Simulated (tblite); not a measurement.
Isomers of C5H7N2 (doublet state). All values are computed: GFN2-xTB (tblite) harmonic vibrations without scaling, gas phase. This tight-binding method is rough: wavenumbers can miss measured ones by several per cent, in bad cases by 10 to 20. One conformer each. Open shells enter through the occupations alone, without spin polarisation, and single modes of such species can be off by tens of per cent.

Electronic energies: GFN2-xTB at the same geometries; isomer energies are rough at this level and their order can be wrong.

| SMILES | electronic energy, lowest = 0 (kJ/mol) |
| --- | --- |
| [H]/[C]=N/N(C=C)C=C | 273.6 |
| [H]/[C]=C\C(CN=C)=N\[H] | 326.5 |
| C/N=C\C#C[CH]N | 180.4 |
| [CH2]n1cc(C)cn1 | 0.0 |

Problem. How do GFN2-xTB zero-point energies change the relative energies?

Solution. 
| SMILES | ZPE (kJ/mol) | of it from modes above 1550 cm⁻¹ | electronic (kJ/mol) | with ZPE, lowest = 0 (kJ/mol) | lowest mode (cm⁻¹) | rings |
| --- | --- | --- | --- | --- | --- | --- |
| [CH2]n1cc(C)cn1 | 289.0 | 139.7 | 0.0 | 0.0 | 47 | 1 |
| C/N=C\C#C[CH]N | 280.6 | 152.9 | 180.4 | 172.1 | 76 | 0 |
| [H]/[C]=N/N(C=C)C=C | 279.7 | 161.5 | 273.6 | 264.3 | 66 | 0 |
| [H]/[C]=C\C(CN=C)=N\[H] | 277.7 | 157.7 | 326.5 | 315.3 | 43 | 0 |

The zero-point energies span 11.3 kJ/mol, from `[H]/[C]=C\C(CN=C)=N\[H]` to `[CH2]n1cc(C)cn1`. The order is unchanged.

Problem. What do entropy and thermal enthalpy add at 298.15 K and 1 bar (rigid rotor, harmonic oscillator, one conformer each)?

Solution. 
```tsv
SMILES	point group	symmetry number	S (J/(mol K))	H − H(0) (kJ/mol)	ZPE + H − H(0) − TS (kJ/mol)
[CH2]n1cc(C)cn1	C1	1	347.5	20.62	206.0
C/N=C\C#C[CH]N	C1	1	389.3	25.69	190.3
[H]/[C]=N/N(C=C)C=C	C1	1	372.5	23.88	192.5
[H]/[C]=C\C(CN=C)=N\[H]	C1	1	378.1	23.66	188.7
```

S holds R ln(2S + 1) for the spin.
